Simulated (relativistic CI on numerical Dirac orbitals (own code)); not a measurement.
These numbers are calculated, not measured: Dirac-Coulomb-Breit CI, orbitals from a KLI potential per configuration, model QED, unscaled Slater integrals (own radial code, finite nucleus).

The strongest absorption lines from the ground level of an ion, among the configurations computed and to levels below about 2030 eV (vacuum wavelength in nm, gf): 0.61066 (0.018), 0.61793 (0.031), 0.63177 (0.063), 0.63218 (0.00017), 0.66385 (0.16), 0.66492 (0.00043), 0.77609 (0.76), 0.78127 (0.002).

Task: Which ion is it?
A. Al⁹⁺
B. P¹³⁺
C. F⁷⁺
D. Al¹¹⁺

Result: D. Al¹¹⁺ has 2 electrons and the ground level 1s2 1S_0; the strongest line goes to 1s 2p 1P°_1. The pattern of lines fixes the number of electrons, and along that sequence the line energies rise steadily with the charge (about as its square where n changes within one kind of shell, about linearly where n is kept but much faster in heavy ions where fine structure, which grows about as Z⁴, sets the gap, and irregularly where shells cross), which fixes Z. Configurations outside the model, such as inner-shell arrays, can give stronger lines. At this charge energies of transitions that change n are usually good to better than 1 %, and those within a shell (Δn = 0) to a few per cent.

LS names give the leading component of a level, which can be under half, so a name can repeat, a term be missing and a line seem to break the LS rules.
